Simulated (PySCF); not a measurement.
C7H9O2 (doublet state).
Z-matrix (Å and degrees, GFN2-xTB geometry), rows numbered from 1:
```
C 
C   1  1.4981
O   2  1.2058  1  124.64
C   2  1.5205  1  113.48  3  -176.78
C   4  1.5268  2  112.31  1  -167.47
C   5  1.5339  4  104.23  2   -84.97
C   6  1.4683  5  104.52  4   -27.00
C   7  1.4142  6  112.13  5    17.21
O   8  1.2230  4  124.09  2   -76.77
H   1  1.0901  2  108.74  3   129.19
H   1  1.0866  2  110.62  3     7.82
H   1  1.0884  2  109.60  3  -112.88
H   4  1.0895  2  110.03  1   -38.12
H   5  1.0905  4  110.04  2   156.94
H   5  1.0892  4  111.56  2    35.86
H   6  1.1000  5  108.92  4    89.36
H   6  1.0915  5  114.07  4  -151.48
H   7  1.0756  6  124.44  5  -164.67
```

The hyperfine couplings belong to this conformer and change with its torsions.

As a line formula: `CC(=O)[C@@H]1CC[CH]C1=O` [radical].

Method used: UKS B3LYP, pcH-1 on C H O, non-relativistic, mean-field spin-orbit, GIAO (PySCF). Geometry: GFN2-xTB, one conformer, isolated molecule. The geometry wasn't refined by DFT: couplings that depend on bond lengths, twists or pyramidal angles can differ widely from those at the functional's own minimum. Stability of the SCF solution: not tested.

Principal values of hyperfine tensors in MHz (contact and dipolar terms together), for some of the nuclei:

| atom | isotope | A1 | A2 | A3 |
| --- | --- | --- | --- | --- |
| H16 | 1H | 147.35 | 150.58 | 160.91 |
| H17 | 1H | 66.83 | 68.13 | 78.38 |
| C7 | 13C | -0.22 | 0.43 | 183.30 |
| H18 | 1H | -76.13 | -50.46 | -18.27 |
| C8 | 13C | -46.64 | -36.90 | -29.61 |
| O9 | 17O | -108.44 | 24.94 | 25.00 |
| C5 | 13C | 7.40 | 7.56 | 11.16 |
| H13 | 1H | 4.16 | 5.30 | 9.56 |

(1) Give the isotropic coupling of each nucleus in MHz and in mT (g = 2.0047), and the anisotropic part.

(2) What spin density at the nucleus of C8 lies behind its contact coupling (g_N = 1.40482)?

(3) C6 (13C, g_N = 1.40482) isn't in the table. Its spin density at the nucleus is -0.02374 bohr⁻³. What is its contact coupling?

(4) Which nucleus of the table has the largest anisotropic coupling, and what is its form?

(5) What first-order splitting does H16 cause when the field lies along A1, A2 or A3 of its tensor (g taken as isotropic, no quadrupole term)?

Answers

(1) a_iso is a third of the trace, T = A − a_iso, and a(mT) = a(MHz)/(g × 13.996).

```csv
atom,a_iso (MHz),a_iso (mT),T1,T2,T3
H16,152.95,5.451,-5.59,-2.37,7.96
H17,71.11,2.534,-4.28,-2.99,7.27
C7,61.17,2.180,-61.39,-60.74,122.13
H18,-48.28,-1.721,-27.85,-2.17,30.02
C8,-37.72,-1.344,-8.92,0.82,8.11
O9,-19.50,-0.695,-88.94,44.44,44.50
C5,8.71,0.310,-1.31,-1.15,2.45
H13,6.34,0.226,-2.18,-1.04,3.22
```

(2) a_FC = (2μ0/3) gₑ μB g_N μN ρ(0)/(2S·h) = 800.24 MHz × g_N × ρ(0)/(2S), with ρ in bohr⁻³. With a_FC = -37.72 MHz and 2S = 1, ρ(0) = -0.03355 bohr⁻³.

(3) By the same relation, a_FC = -26.7 MHz. Its full tensor has the principal values -30.04, -26.82, -23.20 MHz.

(4) C7: -61.4, -60.7, 122.1 MHz, axial, in the ratio −1:−1:+2, the form that spin in one p orbital centred on that nucleus gives.

(5) 2 lines (I = 1/2), spaced by |A_i|/(g × 13.996): 5.25, 5.37, 5.73 mT along the axes of A1, A2 and A3.
